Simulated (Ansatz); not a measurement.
A nudged elastic band was laid between two geometries of Cl2H5NOSZr (11 atoms, charge 0, multiplicity 1).

Level of theory: RKS PBE-D4/def2-SVP in Ansatz 0.2.0.

| Quantity | Value |
| --- | --- |
| movable images | 7 |
| climbing image | yes |
| spring | 5.0 eV/Å² |
| optimiser | quadratic models (default) |
| start path | through a guess of the saddle point |
| force threshold | 0.05 eV/Å |
| iteration limit | 60 |
| end points | relaxed |

Image 0:

```xyz
11
Properties=species:S:1:pos:R:3
Zr -0.089 -0.061 0.091
O -0.500 -0.036 1.992
H -0.995 0.550 2.587
Cl 2.192 0.585 -0.290
N -0.972 1.586 -0.689
H -1.917 1.626 -1.090
H -0.533 2.509 -0.794
Cl -1.419 -1.704 -1.046
S 1.382 -2.589 0.723
H 0.413 -3.195 1.464
H 2.042 -2.153 1.832
```

Image 8:

```xyz
11
Properties=species:S:1:pos:R:3
Zr 0.011 -0.507 -0.272
O -0.819 -0.155 1.979
H -1.565 -0.791 2.034
Cl 0.741 -0.793 -2.501
N -0.094 1.498 -0.188
H 0.204 2.142 -0.931
H -0.547 2.022 0.570
Cl -1.968 -1.901 -0.176
S 1.960 -1.260 1.096
H 1.760 -2.554 0.702
H -0.079 -0.584 2.468
```

(1) What changes between the two ends?

(2) What energy profile does the band end with?

(3) What is the geometry of the highest image?

(4) What are the harmonic wavenumbers there?

The band took 31 iterations and of the order of 28 core-minutes.

## Answers

(1) Bonds broken: S9–H11. Bonds formed: O2–H11.

(2) The run converged. The highest image is number 4 of 0 to 8, 0.48 eV above the first end and 0.54 eV above the last; the last end lies 0.06 eV below the first. A vibrational analysis at the climbing image gives one clearly imaginary mode, 528i cm⁻¹: a first-order saddle point. The orbitals stay closed-shell, which can raise the energy where a bond breaks towards radicals; this wasn't checked here.

| image | path coordinate (Å) | energy (eV) | S9–H11 (Å) | O2–H11 (Å) |
| --- | --- | --- | --- | --- |
| 0 | 0.00 | 0.00 | 1.36 | 3.31 |
| 1 | 0.71 | 0.01 | 1.36 | 2.85 |
| 2 | 1.42 | 0.03 | 1.37 | 2.32 |
| 3 | 2.13 | 0.15 | 1.39 | 1.78 |
| 4 | 2.84 | 0.48 | 1.72 | 1.17 |
| 5 | 4.59 | 0.30 | 2.13 | 1.01 |
| 6 | 6.32 | 0.26 | 2.19 | 1.00 |
| 7 | 8.05 | 0.11 | 2.33 | 0.99 |
| 8 | 9.78 | -0.06 | 2.55 | 0.99 |

(3) 
```xyz
11
Properties=species:S:1:pos:R:3
Zr 0.151 -0.323 -0.208
O -0.188 -0.211 1.901
H -0.346 0.520 2.526
Cl 2.201 0.474 -1.054
N -0.931 1.373 -0.487
H -1.954 1.462 -0.456
H -0.531 2.307 -0.639
Cl -1.196 -1.873 -1.384
S 1.447 -2.303 1.269
H 0.417 -3.194 1.211
H 0.534 -1.113 2.101
```

(4) 528i, 36, 60, 89, 109, 127, 144, 191, 249, 276, 347, 359, 385, 411, 438, 451, 501, 605, 670, 713, 1089, 1436, 1556, 2619, 3433, 3528, 3713 cm⁻¹.

Run time: 7.4 min on 4 threads of Arm Neoverse V2, with other jobs on the host, peak memory 0.22 GiB.
